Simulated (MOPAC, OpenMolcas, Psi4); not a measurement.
# A ladder of methods for CH5BN2 (SMILES NC1BN1)

CH5BN2 has 9 atoms, charge 0, and is taken as a singlet. SMILES: `NC1BN1`. Geometry: relaxed at PBE0-D4/def2-TZVP. This is one conformer, not always the lowest.

```csv
atom,x (Å),y (Å),z (Å)
N,0.1429,1.1944,-0.6406
C,-0.3642,-0.0772,-0.2223
B,0.5912,-1.1941,0.3032
N,-0.1305,-0.4699,1.1715
H,0.7840,1.1174,-1.4170
H,-0.5899,1.8426,-0.8924
H,-1.3664,-0.3172,-0.5827
H,1.4142,-2.0390,0.1947
H,-0.3928,-0.1032,2.0683
```

Quantity: the dipole moment, in D. The values are calculated.

```json
{"level": "PM7", "kind": "semi-empirical", "program": "MOPAC", "value (D)": "1.82", "CPU time": "under 2 s"}
{"level": "HF/cc-pVDZ", "kind": "Hartree–Fock", "program": "OpenMolcas", "value (D)": "0.97", "CPU time": "12 s"}
{"level": "SVWN5/cc-pVDZ", "kind": "LDA", "program": "OpenMolcas", "value (D)": "1.32", "CPU time": "37 s"}
{"level": "BLYP/cc-pVDZ", "kind": "GGA", "program": "OpenMolcas", "value (D)": "1.22", "CPU time": "49 s"}
{"level": "r2SCAN/cc-pVDZ", "kind": "meta-GGA", "program": "OpenMolcas", "value (D)": "1.17", "CPU time": "60 s"}
{"level": "B3LYP/cc-pVDZ", "kind": "global hybrid", "program": "OpenMolcas", "value (D)": "1.15", "CPU time": "48 s"}
{"level": "BHLYP/cc-pVDZ", "kind": "global hybrid", "program": "OpenMolcas", "value (D)": "1.06", "CPU time": "43 s"}
{"level": "wB97X/cc-pVDZ", "kind": "range-separated hybrid", "program": "Psi4", "value (D)": "1.12", "CPU time": "16 s"}
```

The values span 0.97 to 1.82 D. Magnitudes only. Times are those of the runs behind each value, whatever else they computed, on shared processors of several kinds: orders of magnitude only.
